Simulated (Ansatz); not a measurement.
Born–Oppenheimer molecular dynamics of ClFGeH₂O₂ (7 atoms, charge 0, multiplicity 1). It goes on from the last frame of an earlier run, with new velocities.

Computed with RHF/def2-SVP (Ansatz).

```yaml
ensemble: NVT, Langevin thermostat
time_step: 0.5 fs
steps_asked: 150
set_temperature: 400 K
friction: 0.005 /fs
masses: H 10 u
seed: 550862
```

First frame:

```xyz
7
Properties=species:S:1:pos:R:3
Ge -0.272 -0.071 -0.040
F 0.127 -0.294 1.637
O 1.224 -0.229 -0.942
H 1.995 -0.109 -0.375
O -0.808 1.571 -0.214
H -1.657 1.765 -0.590
Cl -1.565 -1.547 -0.563
```

Question: How far do the bonds stretch over the last three quarters of this one trajectory? (Pairs bonded in most of those frames.)

Answer: 
| bond | mean (Å) | spread (Å) | shortest | longest |
| --- | --- | --- | --- | --- |
| Ge1–F2 | 1.703 | 0.035 | 1.66 | 1.76 |
| Ge1–O3 | 1.723 | 0.016 | 1.70 | 1.76 |
| Ge1–O5 | 1.721 | 0.025 | 1.69 | 1.76 |
| Ge1–Cl7 | 2.150 | 0.068 | 2.05 | 2.24 |
| O3–H4 | 0.949 | 0.016 | 0.92 | 0.98 |
| O5–H6 | 0.944 | 0.019 | 0.91 | 0.98 |

Mean temperature of the second half: 373 K. A run of 0.075 ps of so small a system gives no equilibrium averages.

Time of the run: 3.4 min on 2 threads of Arm Neoverse V1, on a shared host, peak memory 0.22 GiB.
